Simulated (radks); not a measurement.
Excited configurations of Cs III: one electron is placed in a higher orbital outside [Kr] 4d10 5s2 5p4. The ground configuration is [Kr] 4d10 5s2 5p5. Calculated with a radial shooting solver on a logarithmic mesh with Libxc functionals: Dirac Kohn-Sham, BLYP, spin-unpolarised, spherical densities, point nucleus; open shells are shared between the two j in proportion to 2j + 1. Excitation = E - E(ground); binding = E(ion) - E, where the ion is the core of charge +3; n* = 3/sqrt(2 binding) in atomic units, and the quantum defect is n - n*. Eigenvalue and <r> are those of j = l + 1/2.

[
 {"outer orbital": "4f", "excitation (eV)": "21.397", "binding (eV)": "12.561", "quantum defect": "0.878", "eigenvalue (eV)": "-7.646", "<r> (bohr)": "2.321"},
 {"outer orbital": "5d", "excitation (eV)": "16.692", "binding (eV)": "17.266", "quantum defect": "2.337", "eigenvalue (eV)": "-13.350", "<r> (bohr)": "2.898"},
 {"outer orbital": "5f", "excitation (eV)": "26.548", "binding (eV)": "7.409", "quantum defect": "0.935", "eigenvalue (eV)": "-5.806", "<r> (bohr)": "6.172"},
 {"outer orbital": "6s", "excitation (eV)": "17.476", "binding (eV)": "16.482", "quantum defect": "3.274", "eigenvalue (eV)": "-13.743", "<r> (bohr)": "3.905"},
 {"outer orbital": "6p", "excitation (eV)": "20.918", "binding (eV)": "13.040", "quantum defect": "2.936", "eigenvalue (eV)": "-10.660", "<r> (bohr)": "4.630"},
 {"outer orbital": "6d", "excitation (eV)": "25.272", "binding (eV)": "8.686", "quantum defect": "2.245", "eigenvalue (eV)": "-7.196", "<r> (bohr)": "6.334"},
 {"outer orbital": "6f", "excitation (eV)": "28.873", "binding (eV)": "5.084", "quantum defect": "1.092", "eigenvalue (eV)": "-4.148", "<r> (bohr)": "10.30"},
 {"outer orbital": "7s", "excitation (eV)": "25.024", "binding (eV)": "8.934", "quantum defect": "3.298", "eigenvalue (eV)": "-7.612", "<r> (bohr)": "7.118"},
 {"outer orbital": "7p", "excitation (eV)": "26.363", "binding (eV)": "7.595", "quantum defect": "2.985", "eigenvalue (eV)": "-6.365", "<r> (bohr)": "8.096"},
 {"outer orbital": "7d", "excitation (eV)": "28.364", "binding (eV)": "5.594", "quantum defect": "2.321", "eigenvalue (eV)": "-4.672", "<r> (bohr)": "10.34"},
 {"outer orbital": "7f", "excitation (eV)": "30.287", "binding (eV)": "3.670", "quantum defect": "1.224", "eigenvalue (eV)": "-3.067", "<r> (bohr)": "15.29"}
]

The Delta-SCF ionisation energy is 33.958 eV (NIST Atomic Spectra Database: 33.195 eV, semi-empirical). Self-interaction in the functional shifts the binding energies and quantum defects, so they are the method's values and not measured ones. Spin polarisation and multiplet splitting are left out, so open shells lie too high by an amount that depends on their filling. Sharing an open shell by 2j + 1 raises it above the true ground level by a part of the spin-orbit splitting, which enters the differences from NIST.

Beside tabulated values, note that spin-unpolarised runs miss the spin-polarisation part of the exchange energy of open shells.
